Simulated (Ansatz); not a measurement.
`FC(S)[TeH]` + H₂S → `FC(S)S` + H₂Te at 600 K and 1 bar (substitution at a C–Te bond).

Gas-phase electronic energies from Ansatz, PBE0-D4/def2-TZVP geometries. CCSD(T)/CBS adds triple-zeta CCSD(T) − MP2 to the extrapolated MP2 energy (def2 sets, frozen cores). This one scheme is used for every species. Elements past krypton have def2 core potentials. For Te outer-core shells are correlated without core-valence functions, which leaves a few kJ/mol of doubt a bond. One conformer a species, not always the lowest.

```
     species  CCSD(T)/CBS energy (Eh)  H − E (kJ/mol)  S (J/(mol·K))
`FC(S)[TeH]`               -805.11844           142.1          409.3
         H₂S               -398.97279            60.8          230.9
    `FC(S)S`               -935.17586           147.6          381.2
        H₂Te               -268.91024            52.9          255.0
```

H − E and S are ideal-gas, rigid-rotor, harmonic terms from PBE0-D4/def2-TZVP, for one conformer and one mirror image of each species. 1 Eh = 2625.50 kJ/mol, R = 8.31446 J/(mol·K).

Task: By hand: ΔE, ΔH, ΔS and ΔG.

Result: ΔE = (-935.17586) + (-268.91024) − (-805.11844) − (-398.97279) = 0.00513 Eh = 13.5 kJ/mol. Δ(H − E) = 147.6 + 52.9 − 142.1 − 60.8 = -2.4, so ΔH = 11.1 kJ/mol. ΔS = 381.2 + 255.0 − 409.3 − 230.9 = -4.0 J/(mol·K). ΔG = 11.1 − 600 × (-4.0)/1000 = 13.5 kJ/mol.

Task: By hand: the equilibrium constant, and the temperature at which ΔG would vanish if ΔH and ΔS stayed fixed.

Result: log₁₀ K = −ΔG/(RT ln 10) = -1.2. ΔH and −TΔS have one sign here, so there is no such temperature. One of them is within its doubt of zero, so this could turn.

The number of gas molecules stays the same, so ΔS is small and ΔH decides. A doubt of 5 kJ/mol in ΔE shifts log₁₀ K by 0.4 here. Other conformers and mirror images would add mixing entropy, several J/(mol·K) or more a flexible species. These are equilibria of isolated gas molecules and say nothing of rates. Largest T1 diagnostic: 0.012 (customary marks: 0.02 for closed shells, 0.045 for open ones).
